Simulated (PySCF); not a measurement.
**SbCl and its ions**

PBE0; Sb def2-TZVPPD with ECP28, Cl def2-TZVPPD; scalar-relativistic core potentials (PySCF 2.14). Neutral (UKS): triplet (π ↑↑), Re = 2.339 Å, ωe = 373 cm⁻¹, De = 3.21 eV, HOMO -6.41 eV, LUMO -2.99 eV.

SbCl⁺ (UKS): doublet (π ↑), Re = 2.235 Å, ωe = 454 cm⁻¹, De = 3.66 eV to Sb⁺ + Cl. The energies at the minima are -700.33893 hartree for SbCl and -700.02345 for SbCl⁺.

Question: Work out the adiabatic ionisation energy, without and with harmonic zero-point energies (1 hartree = 27.2114 eV, 1 eV = 8065.5 cm⁻¹), and the change of the bond length.

Answer: At PBE0: 0.31548 hartree = 8.585 eV between the minima; the zero-point term (454.0 − 373.0)/2 cm⁻¹ = +0.005 eV makes it 8.590 eV. Re changes by -10.4 pm against the neutral. The electron leaves a π orbital, and the shorter bond of the ion fits an antibonding orbital, or a change in how ionic the bond is.

SbCl⁻ (UKS): doublet (π ↑), Re = 2.476 Å, ωe = 285 cm⁻¹, De = 0.89 eV to Sb + Cl⁻. The energies at the minima are -700.33893 hartree for SbCl and -700.38492 for SbCl⁻.

Question: Work out the adiabatic electron affinity, without and with harmonic zero-point energies (1 hartree = 27.2114 eV, 1 eV = 8065.5 cm⁻¹), and the change of the bond length.

Answer: At PBE0: 0.04599 hartree = 1.251 eV between the minima; the zero-point term (373.0 − 285.0)/2 cm⁻¹ = +0.005 eV makes it 1.257 eV. Re changes by +13.7 pm against the neutral. The electron enters a π orbital, and the longer bond of the ion fits an antibonding orbital, or a change in how ionic the bond is.

Spin–orbit coupling is left out, which matters for elements this heavy, above all for dissociation energies. For an ion De counts to the pair picked by the measured ionisation energies or electron affinities, which need not be the lowest pair at this level. The highest Kohn–Sham level is positive in this anion. Much of that is self-interaction error, but it also means that the finite basis helps to hold the extra electron. States were picked by a PBE0 search and need not be the measured ground states.
